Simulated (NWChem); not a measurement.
Molecule: CH3F2NSi2; SMILES F[Si]1([SiH2]N=C1)F

Program: NWChem. Each level has its own optimisation; frequencies are unscaled. One conformer.

| level | r F–Si (Å) | r C–Si (Å) | r Si–Si (Å) | r C–N (Å) | highest harmonic frequency (cm⁻¹) | lowest (cm⁻¹) | zero-point energy (kcal/mol) | dipole (D) |
|---|---|---|---|---|---|---|---|---|
| Hartree-Fock/3-21G | 1.623 | 1.922 | 2.379 | 1.281 | 3324 | 150 | 29.9 | 1.49 |
| Hartree-Fock/STO-3G | 1.612 | 1.867 | 2.239 | 1.287 | 3616 | 164 | 33.9 | 1.84 |
| PBE0/def2-SVP | 1.619 | 1.906 | 2.332 | 1.285 | 3084 | 86 | 27.9 | 0.76 |
